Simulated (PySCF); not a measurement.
**Distorted geometries of Tl2H6**

Tl2H6 (singlet). PySCF 2.14.0, RKS B3LYP, Tl def2-SVP with ECP60, H def2-SVP; non-relativistic Hamiltonian with scalar-relativistic core potentials where named; density fitting; no spin-orbit coupling. Relaxed geometry:

```xyz
8

Tl    0.0000    0.0000    1.5800
Tl    0.0000    0.0000   -1.5800
H     1.2938    0.0000    0.0000
H    -1.2938    0.0000    0.0000
H     0.0000    1.6374    2.0893
H     0.0000   -1.6374    2.0893
H     0.0000    1.6374   -2.0893
H     0.0000   -1.6374   -2.0893
```

Task: Order these distorted geometries by energy above the relaxed one, lowest first.
A.
```xyz
8

Tl    0.0020    0.1608    1.5140
Tl   -0.0664   -0.1723   -1.5495
H     1.3167   -0.2568   -0.1099
H    -1.4031   -0.1033    0.2393
H     0.1160    1.7480    1.7652
H    -0.0227   -1.5178    2.2005
H     0.0212    1.3767   -2.0461
H     0.0364   -1.2354   -2.0135
```
B.
```xyz
8

Tl   -0.2545    0.1319    1.5126
Tl    0.1497    0.0565   -1.5505
H     1.3011    0.0504    0.0696
H    -1.3372   -0.0726   -0.0473
H     0.0762    1.6183    1.9834
H     0.0292   -1.8040    2.1820
H     0.0204    1.5868   -2.0139
H     0.0151   -1.5672   -2.1360
```
C.
```xyz
8

Tl    0.0365   -0.0767    1.5825
Tl   -0.0159   -0.0557   -1.5173
H     1.2917   -0.0475   -0.0154
H    -1.2751   -0.0667    0.0052
H    -0.0218    1.7073    2.0103
H     0.0445   -1.6181    2.0893
H     0.0029    1.7881   -2.1081
H    -0.0628   -1.6306   -2.0464
```

Result: C (0.41 eV), B (0.80 eV), A (5.31 eV).

Task: Which forces (eV/Å) act in the one that lies 0.80 eV up?

Result: 
```
Tl   0.32 -3.96  0.25
Tl   0.21 -1.94  0.12
H   -0.12 -0.06 -0.30
H   -0.15  0.04  0.11
H    0.18  1.97  0.80
H   -0.45  2.02 -0.60
H   -0.09  1.81 -0.51
H    0.12  0.13  0.12
```
Forces carry noise of the integration grid, about 0.01 to 0.03 eV/Å.
